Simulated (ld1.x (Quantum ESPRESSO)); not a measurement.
Which change was made? (Cd, RRKJ)

```
Element                 : cadmium (Cd)
Generator               : ld1.x (Quantum ESPRESSO) 7.5
Type                    : norm-conserving RRKJ (Kleinman–Bylander form)
Functional              : PBE
Relativity              : fully relativistic
Frozen core             : [Ar] 3d10
Valence charge          : 20
Reference configuration : 4s2 4p6 4d10 5s1 5p0 (charge +1)
Partial waves           : 4s (bound): rc 1.40 bohr; 4p (bound): rc 0.85 bohr; 4f channel at 0.2 Ry: rc 1.40 bohr; 4d (bound): rc 1.45 bohr
Local potential         : the d channel
Core correction         : none
rho0                    : 0.02
```

Open shells are filled in proportion to 2j + 1 (rel_dist='average').

Occupied shells without a wave of their own: 5s. They enter only through the test configuration that unscreens the potential.

Cutoffs, loose and tight: the cutoffs (Ry, on a coarse ladder) from which the occupation-weighted sum of valence levels, in a spherical-Bessel basis at the reference potential, stays within 10 and 1 mRy of its value at 400 Ry. They do not see the model core or the augmentation charge, which bear on the density cutoff. Test errors are all-electron minus pseudo excitation energies from the reference, over the configurations 4s2 4p6 4d10 5s2 5p0; 4s2 4p6 4d10 5s0 5p0; 4s2 4p6 4d9 5s0 5p0; 4s2 4p6 4d10 5s0 5p2; 4s2 4p6 4d8 5s0 5p0; 4s1 4p6 4d10 5s2 5p0; 4s2 4p6 4d9 5s2 5p1; variants that change the core or the reference have their own tests.

The base gives: outcome: generated, misses its reference levels by 0.43 eV; bound ghosts: none; largest test error (meV): -171.

On the changes marked as counting shells twice: ld1.x takes every shell without a wave as core, so the model core holds the marked electrons as well and exchange and correlation see them twice. This cancels in the reference configuration, but the file is broken for other ones, and its errors say nothing about a proper core correction.

Problem. After one change the result is: outcome: generated, misses its reference levels by 0.43 eV; bound ghosts: none; largest test error (meV): +69. Which change was it?
A. core correction a·sin(br)/r model core inside 0.64 bohr (5s counted twice)
B. wave 4s (bound): rc 1.40 bohr becomes 4s (bound): rc 1.48 bohr
C. local potential the s channel
D. type ultrasoft; waves now 4s (bound): rcut 1.20, rcutus 1.40 bohr; 5s (bound): rcut 1.20, rcutus 1.40 bohr; 4p (bound): rc 0.85 bohr; 5p (bound): rc 0.85 bohr; 4d (bound): rcut 1.25, rcutus 1.45 bohr; 4d channel at 0.05 Ry: rcut 1.25, rcutus 1.45 bohr; 4f channel at 0.2 Ry: rcut 1.20, rcutus 1.40 bohr; 4f channel at 1.1 Ry: rcut 1.20, rcutus 1.40 bohr; local potential all-electron potential smoothed inside 1.10 bohr (lloc = -1); augmentation PSQ, radius 0.70 bohr; rho0 0

Solution. B. The others give: type ultrasoft; waves now 4s (bound): rcut 1.20, rcutus 1.40 bohr; 5s (bound): rcut 1.20, rcutus 1.40 bohr; 4p (bound): rc 0.85 bohr; 5p (bound): rc 0.85 bohr; 4d (bound): rcut 1.25, rcutus 1.45 bohr; 4d channel at 0.05 Ry: rcut 1.25, rcutus 1.45 bohr; 4f channel at 0.2 Ry: rcut 1.20, rcutus 1.40 bohr; 4f channel at 1.1 Ry: rcut 1.20, rcutus 1.40 bohr; local potential all-electron potential smoothed inside 1.10 bohr (lloc = -1); augmentation PSQ, radius 0.70 bohr; rho0 0 → outcome: generated; bound ghosts: not determined; largest test error (meV): +15 | core correction a·sin(br)/r model core inside 0.64 bohr (5s counted twice) → outcome: generated, misses its reference levels by 0.43 eV; bound ghosts: none; largest test error (meV): -425 | local potential the s channel → outcome: generated, misses its reference levels by 2.06 eV; bound ghosts: none; largest test error (meV): -4420.
